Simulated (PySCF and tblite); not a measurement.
The numbers below are computed, except where a source is named.
Molecule: C₄H₈Se, numbered as in [CH2:1]1[CH2:2][CH2:3][Se:4][CH2:5]1.

The ring 1–2–3–4–5 is held at Altona–Sundaralingam phase angles P (ν_j = ν_max cos(P + 144°(j − 2)), ν_j about the bond from ring atom j to j + 1, counted from 0) and the rest relaxed at GFN2-xTB. Energies: revPBE/pcSseg-1 + D3(BJ), IEF-PCM water. Programs: tblite and PySCF.

Spin–orbit effects of heavy atoms are missing.

Give the DFT energy and dipole along the phase angle P.


```tsv
phase angle P °	E kcal/mol	dipole D	amplitude °
36	3.50	2.53	46
72	2.00	2.62	48
108	0.00	2.75	52
144	2.02	2.63	48
180	3.51	2.53	46
216	3.52	2.53	46
252	2.00	2.62	48
288	0.00	2.75	52
324	2.02	2.63	48
360	3.50	2.53	46
```

How free is the pseudorotation?

The sampled points span 3.52 kcal/mol, from P = 288° to P = 216°; RT at 298 K is 0.59 kcal/mol, so it is hindered but fast.
